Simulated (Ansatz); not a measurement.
Reaction: GeNH5 (SMILES [NH2][GeH3]) → GeNH4 (SMILES [NH][GeH3], doublet) + H (doublet) (the H-N bond breaks)
Each species at its own B3LYP-D3(BJ)/def2-TZVP minimum (Ansatz, a quantum-chemistry and plane-wave program).

Property: bond dissociation energy (electronic), in kJ/mol. Open shells are spin-unrestricted; no spin-orbit coupling. Correlated methods leave the cores frozen (noble-gas shells, and filled d and f shells in the p block). No relativity. CBS(X,Y): correlation extrapolated as X^-3, Hartree-Fock from the larger set. A bracket is a step between two methods taken in the basis named. Where a partner has so few electrons that a lower coupled-cluster level is exact, that level stands in.

CCSD(T)/CBS(cc-pVTZ,cc-pVQZ) + [CCSDT(Q) - CCSD(T)]/cc-pVTZ (Ansatz) gives 483.4 kJ/mol.

**Question.** How far off this value is PBE/def2-TZVPD (Ansatz), in which direction, and how far these levels: r2SCAN/def2-TZVPD, B3LYP/def2-TZVPD, PBE0/def2-TZVPD, wB97M-V/def2-TZVPD, CCSD(T)/CBS(cc-pVTZ,cc-pVQZ)?

**Answer.** PBE gives 462.4 kJ/mol, 21.0 kJ/mol below it. Differences of the others: r2SCAN/def2-TZVPD (Ansatz) -26.9; B3LYP/def2-TZVPD (Ansatz) -18.5; PBE0/def2-TZVPD (Ansatz) -20.9; wB97M-V/def2-TZVPD (Ansatz) -5.4; CCSD(T)/CBS(cc-pVTZ,cc-pVQZ) (Ansatz) 0.9 kJ/mol.
